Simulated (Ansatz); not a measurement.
One change: `C[O][In]([CH3])[SH]` becomes `C[O][In]([OH])[SH]`.

Ansatz, PBE0-D4/def2-TZVP geometries, multiplicity 1. Each molecule was computed in one conformer, which needn't be the lowest.

Elements past krypton have def2 core potentials.

```json
{"property": "LUMO energy (ωB97M-V/def2-TZVPP) / eV", "`C[O][In]([CH3])[SH]`": "0.56"}
{"property": "HOMO energy (ωB97M-V/def2-TZVPP) / eV", "`C[O][In]([CH3])[SH]`": "-9.42"}
{"property": "size of the dipole moment (B3LYP/def2-TZVPP) / D", "`C[O][In]([CH3])[SH]`": "2.63"}
{"property": "size of the dipole moment (PBE/def2-TZVPP) / D", "`C[O][In]([CH3])[SH]`": "2.51"}
{"property": "size of the dipole moment (ωB97M-V/def2-TZVPP) / D", "`C[O][In]([CH3])[SH]`": "2.65"}
{"property": "HOMO energy (PBE/def2-TZVPP) / eV", "`C[O][In]([CH3])[SH]`": "-5.75"}
```

Question: What does the change do to each property? (An estimate is asked.)

Answer: Ansatz gave: 
```json
{"property": "LUMO energy (ωB97M-V/def2-TZVPP) / eV", "`C[O][In]([OH])[SH]`": "0.09", "shift": "-0.47"}
{"property": "HOMO energy (ωB97M-V/def2-TZVPP) / eV", "`C[O][In]([OH])[SH]`": "-9.89", "shift": "-0.47"}
{"property": "size of the dipole moment (B3LYP/def2-TZVPP) / D", "`C[O][In]([OH])[SH]`": "0.77", "shift": "-1.86"}
{"property": "size of the dipole moment (PBE/def2-TZVPP) / D", "`C[O][In]([OH])[SH]`": "0.63", "shift": "-1.88"}
{"property": "size of the dipole moment (ωB97M-V/def2-TZVPP) / D", "`C[O][In]([OH])[SH]`": "0.83", "shift": "-1.82"}
{"property": "HOMO energy (PBE/def2-TZVPP) / eV", "`C[O][In]([OH])[SH]`": "-6.09", "shift": "-0.34"}
```

With PBE0 the HOMO falls by 0.42 eV and the LUMO falls by 0.86 eV, so the gap narrows by about 0.44 eV. PBE moves the HOMO by -0.34 eV and ωB97M-V by -0.47 eV. Dipoles are sizes alone; their direction can turn.

B3LYP here is the variant with VWN-RPA as its local correlation; programs differ in this.
